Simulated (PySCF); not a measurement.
Run record for `C#C[Si@@](F)(O[SiH3])SC`: PW91/aug-cc-pVDZ, start guess vsap, full TDDFT, 6 singlets.

Method: TDDFT PW91/aug-cc-pVDZ, vertical, gas phase, core orbitals frozen in the response (PySCF 2.14.0, density-fitted response routines). Geometry: GFN2-xTB. The command runs a driver script over a list of jobs; the input below is this job's line of settings and its coordinates in Å.

Command:
```bash
OMP_NUM_THREADS=1 python probes_run.py task.json out
```

Input:
```
{"job": {"kind": "uv", "xc": "PW91", "basis": "aug-cc-pVDZ", "nstates": 6, "ntriplets": 5, "tda": false, "scf": {"guess": "vsap"}}, "charge": 0, "multiplicity": 1}
C      0.386143     2.651425     1.024269
C      0.174370     1.503107     0.740108
Si    -0.049368    -0.250359     0.209439
F      0.459014    -1.185553     1.415857
O     -1.584664    -0.624362    -0.013660
Si    -3.005219    -0.799190    -0.794653
S      1.093604    -0.702184    -1.530266
C      2.762538    -0.463387    -0.833064
H      0.550470     3.655595     1.291553
H     -3.708504     0.463723    -0.586236
H     -2.712008    -1.046898    -2.202753
H     -3.625768    -1.931436    -0.116328
H      2.903942    -1.132846     0.009022
H      3.470661    -0.699236    -1.620043
H      2.880376     0.569592    -0.520813
```

Question: What does the run print?

Answer: 
```
final grid: 129640 points
cycle   1  E = -1256.8708248514  dE =  1.259e+01  |g| = 5.125e+00  |ddm| = 2.512e+02
cycle   2  E = -1185.3544598463  dE =  7.152e+01  |g| = 1.626e+01  |ddm| = 2.550e+02
cycle   3  E = -1245.0801267985  dE = -5.973e+01  |g| = 7.868e+00  |ddm| = 6.023e+01
cycle   4  E = -1257.8722484743  dE = -1.279e+01  |g| = 5.297e+00  |ddm| = 3.351e+01
cycle   5  E = -1263.9517896882  dE = -6.080e+00  |g| = 3.214e+00  |ddm| = 2.280e+01
cycle   6  E = -1255.4493617986  dE =  8.502e+00  |g| = 4.397e+00  |ddm| = 2.516e+01
cycle   7  E = -1270.5580596697  dE = -1.511e+01  |g| = 8.306e-01  |ddm| = 2.153e+01
cycle   8  E = -1270.6282727856  dE = -7.021e-02  |g| = 6.080e-01  |ddm| = 3.411e+00
cycle   9  E = -1270.7102431804  dE = -8.197e-02  |g| = 3.679e-01  |ddm| = 2.340e+00
cycle  10  E = -1270.7316873764  dE = -2.144e-02  |g| = 2.304e-01  |ddm| = 1.594e+00
cycle  11  E = -1270.7440868383  dE = -1.240e-02  |g| = 6.897e-02  |ddm| = 6.108e-01
cycle  12  E = -1270.7450511165  dE = -9.643e-04  |g| = 3.575e-02  |ddm| = 2.383e-01
cycle  13  E = -1270.7453707453  dE = -3.196e-04  |g| = 1.189e-02  |ddm| = 1.036e-01
cycle  14  E = -1270.7454031308  dE = -3.239e-05  |g| = 5.849e-03  |ddm| = 4.955e-02
cycle  15  E = -1270.7454111690  dE = -8.038e-06  |g| = 1.253e-03  |ddm| = 1.420e-02
cycle  16  E = -1270.7454116330  dE = -4.640e-07  |g| = 3.198e-04  |ddm| = 5.223e-03
cycle  17  E = -1270.7454116558  dE = -2.278e-08  |g| = 1.534e-04  |ddm| = 1.187e-03
cycle  18  E = -1270.7454116626  dE = -6.819e-09  |g| = 5.441e-05  |ddm| = 4.387e-04
cycle  19  E = -1270.7454116634  dE = -7.799e-10  |g| = 1.522e-05  |ddm| = 1.650e-04
converged SCF energy = -1270.7454116634

Static polarisability (au): isotropic 111.922, principal 90.455 120.635 124.675

Singlet excitations
state   eV       nm        f      main configurations
  1   4.4132    280.9   0.00038   H->L 1.00
  2   4.8893    253.6   0.04385   H->L+1 0.96
  3   5.0657    244.8   0.01306   H->L+2 0.98
  4   5.3679    231.0   0.00051   H->L+3 0.98
  5   5.6187    220.7   0.00313   H->L+4 0.99
  6   5.8350    212.5   0.00219   H-1->L 0.86, H-2->L 0.09

Triplet excitations (Tamm-Dancoff, eV): 4.2995 4.5502 4.9767 5.0341 5.1580
```

H and L stand for HOMO and LUMO; the number after each pair is its weight.

Question: Give the mean polarisability as a volume in Å³, and the ratio of the largest to the smallest principal value.

Answer: 111.922 au × 0.148185 = 16.59 Å³; 124.675/90.455 = 1.38.

Question: Give S1 in cm⁻¹ and kJ/mol.

Answer: 4.4132 eV × 8065.54 = 35595 cm⁻¹; × 96.485 = 425.8 kJ/mol.

In short: SCF converged in 19 cycles with 259 basis and 977 fitting functions; HOMO -6.00 eV, LUMO -1.62 eV; lowest singlet 4.41 eV; lowest triplet 4.30 eV (Tamm–Dancoff); mean polarisability 111.9 au.

On x86-64 server, one thread, no GPU, on a shared host, this took 66 s wall.

Shape of the structure used: `[CH:1]#[C:2][Si@@:3]([F:4])([O:5][SiH3:6])[S:7][CH3:8]`: C2–Si3–O5–Si6 89°, C2–Si3–S7–C8 64°.

One conformer stands for the species.
